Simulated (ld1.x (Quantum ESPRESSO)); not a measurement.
Which change was made? (Mg, TM)

ld1.x (Quantum ESPRESSO) 7.5 input, shortened:

```
&input
   title='Mg', zed=12., rel=1, dft='PZ', iswitch=3,
   config='[Ne] 3s2 3p0 3d-2'
 /
 &inputp
   pseudotype=2, tm=.true., lloc=-2, rcloc=3.40,
   nlcc=.false.
 /
3
3S  1  0   2.00   0.00  2.55  2.55  0.0
3P  2  1   0.00   0.00  3.80  3.80  0.0
3D  3  2  -2.00   0.20  3.85  3.85  0.0
 &test
   configts(1)='3s2 3p0'
 /
```

Cutoffs, loose and tight: the cutoffs (Ry, on a coarse ladder) from which the occupation-weighted sum of valence levels, in a spherical-Bessel basis at the reference potential, stays within 10 and 1 mRy of its value at 400 Ry. They do not see the model core or the augmentation charge, which bear on the density cutoff. Test errors are all-electron minus pseudo excitation energies from the reference, over the configurations 3s1 3p0; 3s1.5 3p0; 3s1 3p1; 3s0 3p2; 3s0 3p1 (two spin-polarised tests are not counted in the largest error); variants that change the core or the reference have their own tests.

The base gives: outcome: generated; cutoff, loose: 6 Ry; cutoff, tight: 18 Ry; bound ghosts: none; largest test error (meV): +108.

Problem. After one change the result is: outcome: generated; cutoff, loose: 6 Ry; cutoff, tight: 6 Ry; bound ghosts: none; largest test error (meV): +35. Which change was it?
A. local potential all-electron potential smoothed inside 3.44 bohr (lloc = -2)
B. core [He], valence charge 10; reference 2s2 2p6 3s1.75 3p0.25; waves now 2p (bound): rc 0.75 bohr; 3d channel at 0.2 Ry: rc 0.70 bohr; 2s (bound): rc 0.65 bohr; local potential the s channel
C. wave 3s (bound): rc 2.55 bohr becomes 3s (bound): rc 3.76 bohr

Solution. C. The others give: core [He], valence charge 10; reference 2s2 2p6 3s1.75 3p0.25; waves now 2p (bound): rc 0.75 bohr; 3d channel at 0.2 Ry: rc 0.70 bohr; 2s (bound): rc 0.65 bohr; local potential the s channel → outcome: generated; cutoff, loose: 300 Ry; cutoff, tight: over 300 Ry; bound ghosts: none; largest test error (meV): +18 over the solved tests; 4 of 9 tests not solved or not reliable | local potential all-electron potential smoothed inside 3.44 bohr (lloc = -2) → outcome: generated; cutoff, loose: 6 Ry; cutoff, tight: 18 Ry; bound ghosts: s; largest test error (meV): +108.
